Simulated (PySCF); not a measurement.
[Ce(P5)H]+ at several levels of theory

Computed with PySCF 2.14.0 (density fitting, no spin-orbit coupling) at the geometry relaxed with B3LYP:

```xyz
7
[Ce(P5)H]+ (singlet in the valence; each metal's 4f electrons, 1 of them, lie in its core potential, out of spins and levels)
Ce    0.0000    0.0000   -1.4517
P     1.8279    0.0000    1.1802
P     0.5648    1.7385    1.1802
P    -1.4788    1.0744    1.1802
P    -1.4788   -1.0745    1.1802
P     0.5649   -1.7385    1.1802
H     0.0000    0.0000   -3.4995
```

```csv
level,basis,state,HOMO (eV),gap (eV),charge on Ce1 (e),population of f-type functions on Ce1 (polarisation alone where 4f lies in the core),dipole about the centre of mass (D),largest force component (eV/Å)
B3LYP,"Ce lcecp-1-SVP with ECP47, P def2-SVP, H def2-SVP",singlet,-11.21,2.91,1.04,0.02,1.95,0.00
r2SCAN,the same,singlet,-10.72,1.88,1.19,0.02,2.49,0.21
PBE0,the same,singlet,-11.52,3.31,1.12,0.03,2.22,0.38
CAM-B3LYP,the same,singlet,-12.61,5.44,1.06,0.03,2.02,0.49
B3LYP,"Ce lcecp-1-TZVP with ECP47, P def2-TZVP, H def2-TZVP",singlet,-11.05,2.87,1.24,0.04,1.58,0.32
```

In the lcecp rows the 4f levels are missing from HOMO and gap, and the state counts the valence alone.

Charges are Mulliken's, which hang on the basis. The relaxation used the grid (50, 194), these runs (75, 302) or, all-electron (x2c bases, spin-free X2C Hamiltonian), (99, 590).

Question: What does M06-L with Ce lcecp-1-SVP with ECP47, P def2-SVP, H def2-SVP give here?

Answer: state singlet, HOMO (eV) -10.61, gap (eV) 1.85, charge on Ce1 (e) 1.41, population of f-type functions on Ce1 (polarisation alone where 4f lies in the core) 0.02, dipole about the centre of mass (D) 2.97, largest force component (eV/Å) 0.34. Time: 13 s on 2 threads of Arm Neoverse V1, with other jobs on the host, from an already converged density.

In the first row's basis the gap widens with exact exchange: 1.9 eV for M06-L, r2SCAN (none); 2.9 to 3.3 eV for B3LYP, PBE0 (a fixed share); 5.4 eV for CAM-B3LYP (rising or full at long range).

An lcecp potential fixes the number of 4f electrons, so in runs with it no electron can move into or out of that shell.
